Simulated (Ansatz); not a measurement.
`OC[SeH]` + CH₄ → `CC[SeH]` + H₂O at 298.15 K and 1 bar (formal exchange of groups at a C–O bond).

Computed with Ansatz on PBE0-D4/def2-TZVP structures; ΔE is electronic, products minus reactants. CBS: MP2 limit from def2 TZ/QZ plus the TZ coupled-cluster correction, frozen cores. This one scheme is used for every species. For Se outer-core shells are correlated without core-valence functions, which leaves a few kJ/mol of doubt a bond. Scalar relativity is left out up to krypton. One conformer a species, not always the lowest.

```json
{"species": "`OC[SeH]`", "CCSD(T)/CBS energy (Eh)": "-2516.31855", "H − E (kJ/mol)": "146.3", "S (J/(mol·K))": "294.6"}
{"species": "CH₄", "CCSD(T)/CBS energy (Eh)": "-40.46206", "H − E (kJ/mol)": "127.4", "S (J/(mol·K))": "186.2"}
{"species": "`CC[SeH]`", "CCSD(T)/CBS energy (Eh)": "-2480.41858", "H − E (kJ/mol)": "208.1", "S (J/(mol·K))": "298.7"}
{"species": "H₂O", "CCSD(T)/CBS energy (Eh)": "-76.37941", "H − E (kJ/mol)": "66.4", "S (J/(mol·K))": "188.7"}
```

H − E and S are ideal-gas, rigid-rotor, harmonic terms from PBE0-D4/def2-TZVP, for one conformer and one mirror image of each species. 1 Eh = 2625.50 kJ/mol, R = 8.31446 J/(mol·K).

By hand: ΔE, ΔH, ΔS and ΔG.

ΔE = (-2480.41858) + (-76.37941) − (-2516.31855) − (-40.46206) = -0.01738 Eh = -45.6 kJ/mol. Δ(H − E) = 208.1 + 66.4 − 146.3 − 127.4 = 0.8, so ΔH = -44.8 kJ/mol. ΔS = 298.7 + 188.7 − 294.6 − 186.2 = 6.6 J/(mol·K). ΔG = -44.8 − 298.15 × (6.6)/1000 = -46.8 kJ/mol.

By hand: the equilibrium constant, and the temperature at which ΔG would vanish if ΔH and ΔS stayed fixed.

log₁₀ K = −ΔG/(RT ln 10) = 8.2. ΔH and −TΔS have one sign here, so there is no such temperature.

The number of gas molecules stays the same, so ΔS is small and ΔH decides. A doubt of 5 kJ/mol in ΔE shifts log₁₀ K by 0.9 here. Other conformers and mirror images would add mixing entropy, several J/(mol·K) or more a flexible species. These are equilibria of isolated gas molecules and say nothing of rates. Largest T1 diagnostic: 0.010 (customary marks: 0.02 for closed shells, 0.045 for open ones).

ΔS is within the doubt of such terms, so its sign, and with it that verdict, could turn.
